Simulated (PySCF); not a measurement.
## Correlation energy of Cu (copper, neutral)

[Ar] 3d9 4s1 4p1, one real determinant (an excited configuration). Computed with PySCF 2.14 in ANO-RCC-VTZP (6s5p3d2f1g, 59 functions), with scalar relativity by spin-free X2C-1e. Frozen: [Ne]; 19 electrons correlated.

| level | correlation energy (mhartree) |
| --- | --- |
| CCSD | -688.68 |
| (T) | -14.55 |
| CCSD(T) | -703.23 |

Diagnostics: T1 = 0.013, D1 = 0.0348, largest double amplitude 0.022.

The real determinant used has ⟨L²⟩ near 8 against 12 for a pure F term, so it mixes terms.

Cost of the coupled-cluster step: roughly 18 core-seconds, for 19 correlated electrons.

Iterations:

```
CC2 = 0
CCSD nocc = (np.int64(11), np.int64(8)), nmo = (54, 54)
frozen orbitals [[0, 1, 2, 3, 4], [0, 1, 2, 3, 4]]
max_cycle = 100
direct = 0
conv_tol = 1e-08
conv_tol_normt = 1e-06
diis_space = 8
diis_start_cycle = 0
Init t2, MP2 energy = -0.752760815955481
Init E_corr(UCCSD) = -0.75276081596229
cycle = 1  E_corr(UCCSD) = -0.656663770527499  dE = 0.0960970454  norm(t1,t2) = 0.113082
cycle = 2  E_corr(UCCSD) = -0.69720024633599  dE = -0.0405364758  norm(t1,t2) = 0.0506677
cycle = 3  E_corr(UCCSD) = -0.688450831347479  dE = 0.00874941499  norm(t1,t2) = 0.0302744
cycle = 4  E_corr(UCCSD) = -0.687929777976659  dE = 0.000521053371  norm(t1,t2) = 0.00524117
cycle = 5  E_corr(UCCSD) = -0.688719044789325  dE = -0.000789266813  norm(t1,t2) = 0.00227425
cycle = 6  E_corr(UCCSD) = -0.68866579491504  dE = 5.32498743e-05  norm(t1,t2) = 0.00162946
cycle = 7  E_corr(UCCSD) = -0.688602522023645  dE = 6.32728914e-05  norm(t1,t2) = 0.00102796
cycle = 8  E_corr(UCCSD) = -0.688697809158412  dE = -9.52871348e-05  norm(t1,t2) = 0.00049565
cycle = 9  E_corr(UCCSD) = -0.688700011615767  dE = -2.20245735e-06  norm(t1,t2) = 0.000182829
cycle = 10  E_corr(UCCSD) = -0.688677323266749  dE = 2.2688349e-05  norm(t1,t2) = 5.25299e-05
cycle = 11  E_corr(UCCSD) = -0.688681355718642  dE = -4.03245189e-06  norm(t1,t2) = 1.56793e-05
cycle = 12  E_corr(UCCSD) = -0.688681460112862  dE = -1.0439422e-07  norm(t1,t2) = 6.42275e-06
cycle = 13  E_corr(UCCSD) = -0.688681240889969  dE = 2.19222893e-07  norm(t1,t2) = 2.46154e-06
cycle = 14  E_corr(UCCSD) = -0.688681347737362  dE = -1.06847392e-07  norm(t1,t2) = 5.66711e-07
cycle = 15  E_corr(UCCSD) = -0.688681321832001  dE = 2.59053601e-08  norm(t1,t2) = 2.14248e-07
cycle = 16  E_corr(UCCSD) = -0.688681304933307  dE = 1.6898694e-08  norm(t1,t2) = 1.00727e-07
cycle = 17  E_corr(UCCSD) = -0.688681309303548  dE = -4.37024061e-09  norm(t1,t2) = 3.33985e-08
UCCSD converged
E(UCCSD) = -1653.755784058834  E_corr = -0.6886813093035481
UCCSD(T) correction = -0.014553791854365
```

The basis was made for the ground configuration and has no added diffuse functions, which can raise the energy of the promoted electron.

The reference is one real determinant that mixes LS terms of this configuration.
